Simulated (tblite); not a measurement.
Parent: `[CH3:1][CH2:2][c:3]1[n:4][o:5][cH:6][c:7]1[O:8][SiH3:9]` with C1–C2–C3–N4 -115°, C6–C7–O8–Si9 -1°, C5H9NO2Si.

The geometries are computed with GFN2-xTB (gas phase). One conformer each, not checked by frequencies here.

```csv
coordinate of the parent,value
C1–C2,1.529 Å
C2–C3,1.486 Å
C3–N4,1.305 Å
N4–O5,1.351 Å
O5–C6,1.342 Å
C6–C7,1.365 Å
C7–O8,1.337 Å
O8–Si9,1.631 Å
C3–C7,1.431 Å
C1–C2–C3,110.8°
C2–C3–N4,123.2°
C2–C3–C7,127.3°
N4–C3–C7,109.5°
C3–N4–O5,108.3°
N4–O5–C6,109.2°
O5–C6–C7,109.2°
C6–C7–O8,130.5°
C3–C7–C6,103.8°
C3–C7–O8,125.7°
C7–O8–Si9,131.5°
```

Task: How does the shared frame change in `[CH3:1][c:2]1[n:3][o:4][cH:5][c:6]1[O:7][SiH3:8]` with C5–C6–O7–Si8 0°, C4H7NO2Si? Atoms pair as C2 = C1, C3 = C2, N4 = N3, O5 = O4, C6 = C5, C7 = C6, O8 = O7, Si9 = Si8 (parent first).

Result: 
```
   parent   relative  value in the relative  change
    C2–C3      C1–C2                1.482 Å  -0.004
    C3–N4      C2–N3                1.305 Å   0.000
    N4–O5      N3–O4                1.352 Å  +0.001
    O5–C6      O4–C5                1.342 Å   0.000
    C6–C7      C5–C6                1.366 Å  +0.001
    C7–O8      C6–O7                1.336 Å  -0.001
   O8–Si9     O7–Si8                1.631 Å   0.000
    C3–C7      C2–C6                1.431 Å   0.000
 C2–C3–N4   C1–C2–N3                 123.3°    +0.1
 C2–C3–C7   C1–C2–C6                 127.2°    -0.1
 N4–C3–C7   N3–C2–C6                 109.5°     0.0
 C3–N4–O5   C2–N3–O4                 108.2°    -0.1
 N4–O5–C6   N3–O4–C5                 109.2°     0.0
 O5–C6–C7   O4–C5–C6                 109.2°     0.0
 C6–C7–O8   C5–C6–O7                 130.8°    +0.3
 C3–C7–C6   C2–C6–C5                 103.8°     0.0
 C3–C7–O8   C2–C6–O7                 125.4°    -0.3
C7–O8–Si9  C6–O7–Si8                 131.4°    -0.1
```

Of the parent's bonds, C2–C3 changes most (-0.004 Å). Point group C1 → Cs.
